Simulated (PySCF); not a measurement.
Species: `COC[C@@H]1CCO[Si@H]1F`. The columns A, B, C and D hold Mulliken, IAO, Hirshfeld and ESP-fitted charges (e) of one PBE0/pcSseg-1 density (PySCF), in a shuffled order. Coordinates in Å (GFN2-xTB); the density's dipole moment is (2.41, 0.87, 1.36) D.

```tsv
atom	x	y	z	A	B	C	D
C1	3.243	0.103	0.026	-0.041	-0.024	-0.201	-0.235
O2	1.928	0.393	-0.363	-0.139	-0.518	-0.395	-0.236
C3	1.003	-0.598	0.029	0.000	+0.128	-0.036	-0.076
C4	-0.383	-0.194	-0.440	-0.121	-0.616	-0.421	-0.244
C5	-0.864	1.102	0.228	-0.075	-0.227	-0.272	-0.090
C6	-2.389	1.138	0.111	+0.010	+0.112	-0.051	-0.078
O7	-2.904	-0.178	0.234	-0.239	-0.619	-0.655	-0.433
Si8	-1.827	-1.361	-0.029	+0.486	+1.173	+1.379	+0.849
F9	-2.295	-2.254	-1.284	-0.207	-0.416	-0.529	-0.334
H10	3.596	-0.833	-0.427	+0.036	+0.087	+0.120	+0.109
H11	3.326	0.015	1.118	+0.035	+0.087	+0.119	+0.105
H12	3.861	0.929	-0.318	+0.051	+0.122	+0.159	+0.136
H13	1.021	-0.713	1.125	+0.029	+0.088	+0.106	+0.078
H14	1.286	-1.568	-0.413	+0.032	+0.108	+0.113	+0.084
H15	-0.325	-0.036	-1.522	+0.043	+0.157	+0.156	+0.134
H16	-0.591	1.072	1.285	+0.038	+0.118	+0.131	+0.095
H17	-0.415	1.987	-0.218	+0.047	+0.144	+0.155	+0.060
H18	-2.846	1.747	0.894	+0.046	+0.124	+0.148	+0.100
H19	-2.697	1.529	-0.864	+0.041	+0.113	+0.135	+0.113
H20	-1.734	-2.268	1.092	-0.072	-0.140	-0.162	-0.136
```

Task: Which column most likely holds the ESP-fitted charges?

Result: D. Σ q r misses the density's dipole by 0.06 D (D), 1.03 D (A), 1.58 D (B), 1.71 D (C). Charges fitted to the outside potential are the only set here that is tied to the molecule's multipoles.

Task: And the Hirshfeld charges?

Result: A. The mean sizes are 0.090 e (A), 0.186 e (D), 0.256 e (B), 0.272 e (C), and Hirshfeld charges are commonly the smallest of these schemes.

As computed, A = Hirshfeld, B = Mulliken, C = IAO, D = ESP-fitted. Hydrogens on carbon: Hirshfeld +0.03 to +0.05, Mulliken +0.09 to +0.16, IAO +0.11 to +0.16, ESP-fitted +0.06 to +0.14 e.

The ESP scheme fits charges at the nuclei, held to the total charge, to the electrostatic potential on points at 1.4 to 2.0 times the van der Waals radii. The Hirshfeld scheme weights the molecular density at each point by an atom's share of the summed free-atom densities.

One conformer (not necessarily the lowest) at the GFN2-xTB geometry, without solvent, vibrations or thermal averaging.

These values come from a run that also computed NMR shieldings. On Arm Neoverse V1, one thread, on a shared host, this took 75 s of wall time (grids of density and orbitals included) and 1.1 GiB of memory at its peak.
